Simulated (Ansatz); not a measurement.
`C[N]=[Mo](=[O])([F])[O]C` + `FC(F)(F)[SiH3]` → `C[SiH2]C(F)(F)F` + `C[N]=[Mo](=[O])([OH])[F]` at 700 K and 1 bar (formal exchange of groups at a C–O bond).

Computed with Ansatz on PBE0-D4/def2-TZVP structures; ΔE is electronic, products minus reactants. CCSD(T)/CBS adds triple-zeta CCSD(T) − MP2 to the extrapolated MP2 energy (def2 sets, frozen cores). def2 core potentials past Kr. For Mo outer-core shells are correlated without core-valence functions, which leaves a few kJ/mol of doubt a bond. Each species was taken in one conformer, which may not be the lowest.

| species | CCSD(T)/CBS energy (Eh) | H − E (kJ/mol) | S (J/(mol·K)) |
| --- | --- | --- | --- |
| `C[N]=[Mo](=[O])([F])[O]C` | -452.81903 | 335.7 | 565.1 |
| `FC(F)(F)[SiH3]` | -628.29609 | 168.9 | 414.4 |
| `C[SiH2]C(F)(F)F` | -667.57559 | 264.1 | 490.8 |
| `C[N]=[Mo](=[O])([OH])[F]` | -413.57520 | 244.8 | 497.1 |

H − E and S are ideal-gas, rigid-rotor, harmonic terms from PBE0-D4/def2-TZVP, for one conformer and one mirror image of each species. 1 Eh = 2625.50 kJ/mol, R = 8.31446 J/(mol·K).

Question: By hand: ΔE, ΔH, ΔS and ΔG.

Answer: ΔE = (-667.57559) + (-413.57520) − (-452.81903) − (-628.29609) = -0.03567 Eh = -93.7 kJ/mol. Δ(H − E) = 264.1 + 244.8 − 335.7 − 168.9 = 4.3, so ΔH = -89.4 kJ/mol. ΔS = 490.8 + 497.1 − 565.1 − 414.4 = 8.4 J/(mol·K). ΔG = -89.4 − 700 × (8.4)/1000 = -95.3 kJ/mol.

Question: By hand: the equilibrium constant, and the temperature at which ΔG would vanish if ΔH and ΔS stayed fixed.

Answer: log₁₀ K = −ΔG/(RT ln 10) = 7.1. ΔH and −TΔS have one sign here, so there is no such temperature.

The number of gas molecules stays the same, so ΔS is small and ΔH decides. A doubt of 5 kJ/mol in ΔE shifts log₁₀ K by 0.4 here. Other conformers and mirror images would add mixing entropy, several J/(mol·K) or more a flexible species. Modes under 60 cm⁻¹, often nearly free rotors, make the harmonic entropy too high. These are equilibria of isolated gas molecules and say nothing of rates. Largest T1 diagnostic: 0.022 (customary marks: 0.02 for closed shells, 0.045 for open ones).

ΔS is within the doubt of such terms, so its sign, and with it that verdict, could turn.
